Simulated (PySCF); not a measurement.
**C₆ coefficients of unlike pairs at PBE0**

Calculated with PySCF 2.14 from the dipole response of each species, C₆(A,B) = (3/π) ∫ α_A(iu) α_B(iu) du, in atomic units, from isotropic polarisabilities. For ions this is the dispersion term alone; charge-induced terms of lower order in 1/R come first.

```csv
species,configuration,basis,relativity,α (bohr³),C₆ (like pair)
In²⁺,[Kr] 4d10 5s1 (2S),"x2c-QZVPPall with one added diffuse shell each of s, p, d, f type (14s10p8d5f1g)",spin-free X2C,13.99,66.88
Te,[Kr] 4d10 5s2 5p4 (3P),aug-cc-pwCVDZ-PP with ECP28MDF (6s5p4d1f),core potential,38.14,422.8
S⁺,[Ne] 3s2 3p3 (4S),"aug-cc-pV(Q+d)Z with one added diffuse shell each of s, p, d, f, g type (8s7p6d4f3g)",none,10.88,53.43
Al,[Ne] 3s2 3p1 (2P),def2-TZVPPD (6s5p4d1f),none,59.31,519.6
```

Estimate C₆ for S⁺ with In²⁺.

The integral gives 58.96. The combination rule 2 C_A C_B / (C_A α_B/α_A + C_B α_A/α_B) gives 59.20 and the geometric mean 59.77.

No spin-orbit coupling is included.

The other pairs:

```csv
pair,C₆
"S⁺, Te",147.7
"Al, S⁺",146.5
"Al, In²⁺",167.4
"Al, Te",445.2
"Te, In²⁺",164.9
```
